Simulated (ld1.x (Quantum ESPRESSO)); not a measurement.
# Configuration tests for cerium (TM)

cerium (Ce), norm-conserving Troullier–Martins (Kleinman–Bylander form), made with ld1.x (Quantum ESPRESSO) 7.5 (PBEsol, fully relativistic). Core [Kr] 4d10 4f1, reference 5s2 5p6 5d1 6s2 6p0. Waves: 5p (bound): rc 2.65 bohr; 5d (bound): rc 4.00 bohr; 5s (bound): rc 1.50 bohr. Local part: the s channel. Core correction: none.

Open shells are filled in proportion to 2j + 1 (rel_dist='average').

Occupied shells without a wave of their own: 6s. They enter only through the test configuration that unscreens the potential.

Energies are relative to the spin-unpolarised reference configuration 5s2 5p6 5d1 6s2 6p0; without spin polarisation the order of configurations can differ from experiment.

Problem. Give the all-electron excitation energy and the error of the potential for: 5s2 5p6 5d1 6s1 6p0; 5s2 5p6 5d1 6s0 6p0; 5s2 5p6 5d0 6s0 6p0; 5s2 5p6 5d2 6s0 6p0; 5s2 5p6 5d1 6s0 6p2; 5s2 5p6 5d0 6s2 6p0; 5s2 5p6 5d1 6s1 6p1.

Solution.

```json
{"valence configuration": "5s2 5p6 5d1 6s1 6p0", "charge": "+1", "ΔE all-electron (eV)": "6.103", "error AE − PS (meV)": "-59"}
{"valence configuration": "5s2 5p6 5d1 6s0 6p0", "charge": "+2", "ΔE all-electron (eV)": "17.139", "error AE − PS (meV)": "-158"}
{"valence configuration": "5s2 5p6 5d0 6s0 6p0", "charge": "+3", "ΔE all-electron (eV)": "36.265", "error AE − PS (meV)": "-212"}
{"valence configuration": "5s2 5p6 5d2 6s0 6p0", "charge": "+1", "ΔE all-electron (eV)": "6.258", "error AE − PS (meV)": "-89"}
{"valence configuration": "5s2 5p6 5d1 6s0 6p2", "charge": "0", "ΔE all-electron (eV)": "5.031", "error AE − PS (meV)": "-46"}
{"valence configuration": "5s2 5p6 5d0 6s2 6p0", "charge": "+1", "ΔE all-electron (eV)": "6.421", "error AE − PS (meV)": "+8.4"}
{"valence configuration": "5s2 5p6 5d1 6s1 6p1", "charge": "0", "ΔE all-electron (eV)": "2.472", "error AE − PS (meV)": "-23"}
```

ld1.x printed “convergence not achieved” for 7 of the counted tests; their residual had stalled under 1e-8, short of the target of 1e-14. The 6s level has no wave, so the channel is fitted at the deeper level alone: the likely source of the large errors.

Note: ghost state, extra bound levels that the all-electron valence spectrum of the same l lacks: p1/2 at -251.2 eV. A true bound ghost makes a file unfit for plane-wave use.
